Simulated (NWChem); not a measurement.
System meant: AlI₂Cl; SMILES [Cl][Al]([I])[I]

The following NWChem deck was run.

```
start job
memory heap 200 mb stack 900 mb global 1100 mb
geometry units angstroms noautoz
  Al     0.000000     0.000000     0.694603
  Cl     0.000000     0.000000     2.798425
  I     -2.142667     0.000000    -0.523300
  I      2.142667     0.000000    -0.523300
end
basis spherical
  * library def2-svp
end
ecp
  I library def2-ecp
end
dft
  odft
  mult 2
  xc xpbe96 cpbe96
  iterations 150
  mulliken
end
task dft energy
```

End of the output:

```
 Summary of "ao basis" -> "" (spherical)
 ------------------------------------------------------------------------------
       Tag                 Description            Shells   Functions and Types
 ---------------- ------------------------------  ------  ---------------------
 *                          def2-svp                  on all atoms

 Summary of "ao basis" -> "ao basis" (spherical)
 ------------------------------------------------------------------------------
       Tag                 Description            Shells   Functions and Types
 ---------------- ------------------------------  ------  ---------------------
 Al                         def2-svp                 8       18   4s3p1d
 Cl                         def2-svp                 8       18   4s3p1d
 I                          def2-svp                10       26   4s4p2d

 Summary of "ao basis" -> "ao basis" (spherical)
 ------------------------------------------------------------------------------
       Tag                 Description            Shells   Functions and Types
 ---------------- ------------------------------  ------  ---------------------
 Al                         def2-svp                 8       18   4s3p1d
 Cl                         def2-svp                 8       18   4s3p1d
 I                          def2-svp                10       26   4s4p2d

      Symmetry analysis of basis
      --------------------------

        a1         36
        a2         10
        b1         26
        b2         16

  number of electrons :                   80
  multiplicity        :                    2
 ------------------------------------------------------------------------
  no. of electrons and multiplicity not compatible                  80
 ------------------------------------------------------------------------
 ------------------------------------------------------------------------
  current input line :
    22: task dft energy
 ------------------------------------------------------------------------
 ------------------------------------------------------------------------
 There is an error in the input file
 ------------------------------------------------------------------------
 For more information see the NWChem manual at https://nwchemgit.github.io

0: no. of electrons and multiplicity not compatible:Received an Error in Communication
```

### Question
Find the fault in this run and fix the input.

### Answer
The program refused the input. Cause: the multiplicity doesn't fit the number of electrons (an even count wants an odd multiplicity, and the reverse). This input runs:
```
start job
memory heap 200 mb stack 900 mb global 1100 mb
geometry units angstroms noautoz
  Al     0.000000     0.000000     0.694603
  Cl     0.000000     0.000000     2.798425
  I     -2.142667     0.000000    -0.523300
  I      2.142667     0.000000    -0.523300
end
basis spherical
  Al library def2-svp
  Cl library def2-svp
  I library def2-svp
end
ecp
  I library def2-ecp
end
dft
  xc xpbe96 cpbe96
  iterations 150
  mulliken
end
task dft energy
```
It converges to -1297.64826 Ha (PBE/def2-SVP with def2 effective core potentials on I).
